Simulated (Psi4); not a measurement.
C$_{6}$H$_{14}$B, doublet, geometry from GFN2-xTB; CISD/STO-3G in Psi4.

Psi4 was given this input:
```
memory 2 GB

molecule mol {
0 2
  C    -0.815713    1.496443    0.496070
  C    -1.123709    1.199251   -0.878892
  B     0.016475    0.173867   -0.176798
  C    -0.407612   -1.290100    0.314214
  C    -1.896254   -1.641160    0.273617
  C     1.539916    0.433590   -0.602807
  C     2.572558   -0.065943    0.415335
  H    -0.188695    2.342975    0.726713
  H    -1.526282    1.235784    1.263980
  H    -0.726904    1.839880   -1.651128
  H    -2.070661    0.741393   -1.114281
  H     0.132875   -2.046840   -0.262305
  H    -0.064673   -1.423393    1.346820
  H    -2.265083   -1.632117   -0.750060
  H    -2.068938   -2.635987    0.681827
  H    -2.483654   -0.934692    0.856409
  H     1.749186   -0.072101   -1.551798
  H     1.727856    1.495419   -0.782996
  H     3.586309    0.140111    0.075825
  H     2.426915    0.425668    1.374732
  H     2.474262   -1.137933    0.565030
}

set basis sto-3g
set reference uhf

energy('cisd')
print_variables()
```

**Question.** What does Psi4 print? Leave out banner, timings and long lists.

**Answer.** 
```
Traceback (most recent call last):
  File "psi4", line 375, in <module>
  File "<string>", line 42, in <module>
  File "site-packages/psi4/driver/driver.py", line 461, in energy
  File "site-packages/psi4/driver/task_planner.py", line 255, in task_planner
  File "site-packages/psi4/driver/driver_util.py", line 222, in negotiate_derivative_type
  File "site-packages/psi4/driver/driver_util.py", line 355, in highest_analytic_derivative_available

psi4.driver.p4util.exceptions.MissingMethodError: Method=cisd is not available for any derivative level under conditions CI_TYPE=CONV, REFERENCE=UHF, FREEZE_CORE=FALSE, QC_MODULE=(auto). See https://psicode.org/psi4manual/master/introduction.html#ss-cisd. Or did you mean? ccd ccsd cisdt cisdtq qcisd lccsd ci2 ci3 ci4 ci5 ci6 ci7 ci8 ci9 ci10 ci11 ci12 ci13 ci14 ci15 ci16 ci17 ci18 ci19 ci20 ci21 ci22 ci23 ci24 ci25 ci26 ci27 ci28 ci29 ci30 ci31 ci32 ci33 ci34 ci35 ci36 ci37 ci38 ci39 ci40 ci41 ci42 ci43 ci44 ci45 ci46 ci47 ci48 ci49 ci50 ci51 ci52 ci53 ci54 ci55 ci56 ci57 ci58 ci59 ci60 ci61 ci62 ci63 ci64 ci65 ci66 ci67 ci68 ci69 ci70 ci71 ci72 ci73 ci74 ci75 ci76 ci77 ci78 ci79 ci80 ci81 ci82 ci83 ci84 ci85 ci86 ci87 ci88 ci89 ci90 ci91 ci92 ci93 ci94 ci95 ci96 ci97 ci98

Printing out the relevant lines from the Psithon --> Python processed input file:
      H     2.474262   -1.137933    0.565030
    ""","mol")
    core.IO.set_default_namespace("mol")
    core.set_global_option("BASIS", "sto-3g")
    core.set_global_option("REFERENCE", "uhf")
--> energy('cisd')
    print_variables()

!----------------------------------------------------------------------------------!
!                                                                                  !
!  Method=cisd is not available for any derivative level under conditions          !
!     CI_TYPE=CONV, REFERENCE=UHF, FREEZE_CORE=FALSE, QC_MODULE=(auto). See        !
!     https://psicode.org/psi4manual/master/introduction.html#ss-cisd. Or did you  !
!     mean? ccd ccsd cisdt cisdtq qcisd lccsd ci2 ci3 ci4 ci5 ci6 ci7 ci8 ci9 ci10 !
!     ci11 ci12 ci13 ci14 ci15 ci16 ci17 ci18 ci19 ci20 ci21 ci22 ci23 ci24 ci25   !
!     ci26 ci27 ci28 ci29 ci30 ci31 ci32 ci33 ci34 ci35 ci36 ci37 ci38 ci39 ci40   !
!     ci41 ci42 ci43 ci44 ci45 ci46 ci47 ci48 ci49 ci50 ci51 ci52 ci53 ci54 ci55   !
!     ci56 ci57 ci58 ci59 ci60 ci61 ci62 ci63 ci64 ci65 ci66 ci67 ci68 ci69 ci70   !
!     ci71 ci72 ci73 ci74 ci75 ci76 ci77 ci78 ci79 ci80 ci81 ci82 ci83 ci84 ci85   !
!     ci86 ci87 ci88 ci89 ci90 ci91 ci92 ci93 ci94 ci95 ci96 ci97 ci98             !
!                                                                                  !
!----------------------------------------------------------------------------------!
```

The program refused the input.
